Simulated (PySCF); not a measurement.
## Computed spin Hamiltonian

C7H7O2 (doublet state).
Atom-mapped SMILES: `[CH2:1][C:2]1=[CH:3][C:4](=[O:5])[C:6](=[O:7])[CH2:8][CH2:9]1` (hydrogens: H10, H11 on C1; H12 on C3; H13, H14 on C8; H15, H16 on C9)

Geometry (GFN2-xTB, Å), atoms numbered from 1 in this order:
```
atom  x, y, z in Å
C1     2.3089    0.5122    0.1573
C2     0.9673    0.3054    0.0876
C3     0.0836    1.3717   -0.1557
C4    -1.3329    1.2521   -0.2277
O5    -2.1168    2.1176   -0.5851
C6    -1.8454   -0.1245    0.2164
O7    -2.7841   -0.2921    0.9404
C8    -0.9855   -1.2176   -0.3705
C9     0.4078   -1.0849    0.2495
H10    2.9968   -0.3032    0.2957
H11    2.7282    1.4972    0.0570
H12    0.4827    2.3761   -0.1998
H13   -0.9226   -1.0873   -1.4528
H14   -1.4222   -2.1918   -0.1471
H15    0.3420   -1.3061    1.3195
H16    1.0848   -1.8158   -0.1959
```

The hyperfine couplings belong to this conformer and change with its torsions.

Level of theory: PySCF 2.14.0, UKS B3LYP, pcH-1 on C H O, non-relativistic, mean-field spin-orbit, GIAO. Isolated species at its GFN2-xTB geometry (one conformer only). The geometry wasn't refined by DFT: couplings that depend on bond lengths, twists or pyramidal angles can differ widely from those at the functional's own minimum. No stability test was run, so a lower SCF solution isn't excluded. ⟨S²⟩ is 0.782 where a pure state has 0.75.

- g1, g2, g3: 2.00239, 2.00400, 2.00740
- g_iso: 2.00460
- Form of g: rhombic: the two nearest values differ by 32 % of g3 − g1
- ⟨S²⟩: 0.7816 (exact 0.7500)
- α and β electrons: 33, 32
- HOMO–LUMO gap, α and β orbitals: 4.79, 2.54 eV
- Basis functions: 295

Isotropic coupling and dipolar principal values T1 to T3, in MHz:

| atom | isotope | a_iso | T1 | T2 | T3 | Mulliken spin population |
| --- | --- | --- | --- | --- | --- | --- |
| C1 | 13C | 45.3 | -44.0 | -42.5 | 86.4 | 0.58 |
| C2 | 13C | -40.8 | -25.3 | 10.4 | 14.9 | -0.22 |
| C3 | 13C | 44.3 | -42.3 | -41.1 | 83.4 | 0.54 |
| C4 | 13C | -29.3 | -12.3 | 4.3 | 8.0 | -0.09 |
| O5 | 17O | -16.5 | -76.8 | 38.2 | 38.5 | 0.25 |
| C6 | 13C | -1.1 | -1.2 | -0.2 | 1.4 | 0.00 |
| O7 | 17O | 0.3 | -6.0 | 0.3 | 5.7 | 0.00 |
| C8 | 13C | 0.3 | -0.7 | -0.3 | 1.0 | 0.00 |
| C9 | 13C | 4.8 | -0.9 | 0.0 | 0.9 | 0.01 |
| H10 | 1H | -35.6 | -21.2 | -0.7 | 21.9 | -0.03 |
| H11 | 1H | -34.1 | -18.1 | -1.9 | 20.0 | -0.02 |
| H12 | 1H | -32.6 | -15.7 | -3.0 | 18.6 | -0.02 |
| H13 | 1H | 4.3 | -1.7 | -0.9 | 2.6 | 0.00 |
| H14 | 1H | 3.8 | -1.0 | -0.6 | 1.5 | 0.00 |
| H15 | 1H | -17.0 | -2.0 | -0.2 | 2.2 | -0.01 |
| H16 | 1H | -8.1 | -1.9 | -1.2 | 3.1 | 0.00 |

The largest Mulliken spin populations are on C1 (+0.58), C3 (+0.54), O5 (+0.25) and C2 (-0.22). Three atoms exceed +0.15. The positive populations add up to 1.39 and the negative ones to -0.39, together 2S = 1. The angles at C1 add up to 360.0°, so it is planar.

The SMILES `[CH2]C1=CC(=O)C(=O)CC1` draws the unpaired electron on C1, whose computed spin population is only +0.58.

Axes: g3 points within 8° of the C4–O5 bond.

Under fast tumbling the dipolar parts average out, and these isotropic splittings remain: 1 × 1H (H10, I = 1/2, 2 lines) with 1.27 mT, 1 × 1H (H11, I = 1/2, 2 lines) with 1.21 mT, 1 × 1H (H12, I = 1/2, 2 lines) with 1.16 mT, 2 × 1H (H15/H16, I = 1/2, 3 lines) with 0.45 mT and 2 × 1H (H13/H14, I = 1/2, 3 lines) with 0.14 mT.

Means are taken over nuclei equivalent by connectivity, which assumes that they swap fast. H10 and H11 aren't averaged: C1 is flat or nearly so (angle sum 360°), and its turn about the short C1–C2 bond (1.36 Å) is taken as slow. The 1H value of -12.6 MHz is a mean of couplings from -17.0 to -8.1 MHz in this one geometry, not an average over conformers.

The 17O coupling of O5 (-16.5 MHz) shows only in satellite lines or after enrichment, since that isotope makes up about 0.038 % of natural oxygen.

The 13C coupling of C1 (45.3 MHz) shows only in satellite lines or after enrichment, since that isotope makes up about 1.07 % of natural carbon.

β density exceeds α density at some nuclei, such as C2 (-0.0363), C4 (-0.0260) and H10 (-0.0080), spin density in bohr⁻³. In a single determinant that takes different orbitals for the two spins, that is spin polarisation.
